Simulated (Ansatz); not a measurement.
Cs3I2, relaxed as a doublet with UKS PBE-D4/def2-SVP in Ansatz, starting from the GFN1-xTB geometry. Force threshold 0.02 eV/Å.

In the def2 sets Cs, I take a core potential; there is no spin–orbit coupling. The relaxation made no stability test and no search for a lower SCF solution. The structure comes from a short search, and lower isomers may exist.

Start:

```xyz
5

Cs    2.448   -1.183    1.512
Cs    0.404   -0.257   -2.130
Cs   -1.145    1.128    1.528
I    -1.050    2.973   -1.547
I    -0.658   -2.661    0.637
```

| step | energy (eV) | largest force component (eV/Å) | SCF passes |
| --- | --- | --- | --- |
| 1 | -17852.4846 | 0.468 | 16 |
| 2 | -17852.6288 | 0.334 | 18 |
| 3 | -17852.7811 | 0.149 | 18 |
| 4 | -17852.8590 | 0.078 | 18 |
| 5 | -17852.8812 | 0.045 | 18 |
| 6 | -17852.8832 | 0.028 | 18 |
| 7 | -17852.8853 | 0.015 | 17 |
| 8 | -17852.8858 | 0.008 | 18 |
| 9 | -17852.8860 | 0.003 | 19 |

Force components are those of the run's own axes.

End:

Cartesian coordinates in Å:
```
Cs 2.9704 -1.7574 1.9166
Cs 0.3284 -0.2934 -2.6420
Cs -1.5735 1.3174 1.7332
I -1.2407 2.7624 -1.5503
I -0.4846 -2.0289 0.5426
```

By distances, no bond broke or formed. The bond that changes most is Cs3–I5, from 3.92 to 3.71 Å (atoms count from 1). The end is the same structure that another start reached.

The force fell under the threshold at step 7, but the optimiser went on. No frequencies were taken in this run, so the end may be a saddle point.

Run time 29 s (4 threads of Arm Neoverse V2 on a shared host).
